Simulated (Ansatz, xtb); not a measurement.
System: C₃H₄Cl, charge 0, multiplicity 2. It need not be the lowest isomer of its formula. SMILES: Cl[CH]C=C
Structure (B3LYP-D3(BJ)/def2-TZVP (Ansatz, a first-principles code) minimum search):
```
C
C 1 1.3733
H 2 1.0800 1 121.02
C 1 1.3821 2 123.85 3 180.00
H 4 1.0801 1 123.47 2 0.00
H 2 1.0824 3 117.56 1 180.00
H 1 1.0849 2 118.94 3 0.00
Cl 4 1.7189 5 114.33 1 -180.00
```
Charge 0, spin multiplicity 2.

Harmonic wavenumbers from GFN2-xTB (xtb, at its own minimum), cm⁻¹: 188, 252, 418, 537, 635, 775, 802, 977, 984, 1194, 1242, 1294, 1413, 1491, 3066, 3091, 3122, 3163.

Give the harmonic wavenumbers at B3LYP-D3(BJ)/def2-TZVP (Ansatz, finite differences of forces, unscaled).

190, 267, 434, 545, 681, 810, 812, 990, 1016, 1206, 1275, 1284, 1458, 1523, 3152, 3159, 3208, 3248 cm⁻¹. Zero-point energy 36.1 kcal/mol.

From these and the geometry, give the ideal-gas thermochemistry at 298.15 K and 1 atm (rigid rotor, harmonic oscillator).

Point group Cs, rotational symmetry number 1. Rotational constants 46.04, 2.617, 2.476 GHz. S(trans) 38.88, S(rot) 24.49, S(vib) 6.28, S(elec, spin only) 1.38, S 71.0 cal/(mol K). H(298) - H(0) 3.57 kcal/mol; G - E(el) 18.5 kcal/mol.
